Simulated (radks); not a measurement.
All-electron atom: Ir I in [Xe] 4f14 5d5 6s2 6p2 (not the ground configuration).

Method: Dirac Kohn-Sham, PBE, spin-unpolarised, spherical densities, point nucleus; open shells fill j = l - 1/2 first; computed with a radial shooting solver on a logarithmic mesh with Libxc functionals.

Energy parts (hartree):
part                       energy
total                 -17857.5719
kinetic                20358.2416
electron-nucleus      -44805.3864
Hartree                 6938.0661
exchange-correlation    -348.4932

Orbitals (lengths in bohr, moments of r in powers of bohr):
orbital  occ.  eigenvalue (hartree)      <r>
1s1/2       2             -2794.028  0.01743
2s1/2       2             -488.6497  0.07295
2p1/2       2             -468.0370  0.06017
2p3/2       4             -408.2170  0.06848
3s1/2       2             -114.5185   0.1899
3p1/2       2             -105.2990   0.1801
3p3/2       4             -92.20022   0.1954
3d3/2       4             -76.83576   0.1705
3d5/2       6             -74.00566   0.1752
4s1/2       2             -24.67276   0.4232
4p1/2       2             -20.78473   0.4267
4p3/2       4             -17.68693   0.4604
4d3/2       4             -11.32177   0.4719
4d5/2       6             -10.74688   0.4832
5s1/2       2              -3.89224   0.9747
5p1/2       2              -2.66462    1.057
4f5/2       6              -2.65205   0.5309
4f7/2       8              -2.53734   0.5385
5p3/2       4              -2.15570    1.152
5d3/2       4              -0.52107    1.556
5d5/2       1              -0.46899    1.611
6s1/2       2              -0.35339    2.643
6p1/2       2              -0.13818    3.432
6p3/2       0              -0.10116    3.883

The highest occupied level is 6p1/2 at -3.760 eV. Summed over all electrons, <r^2> = 78.31 bohr^2, which gives a Langevin (diamagnetic) susceptibility term of -62 x 10^-6 cm^3/mol.
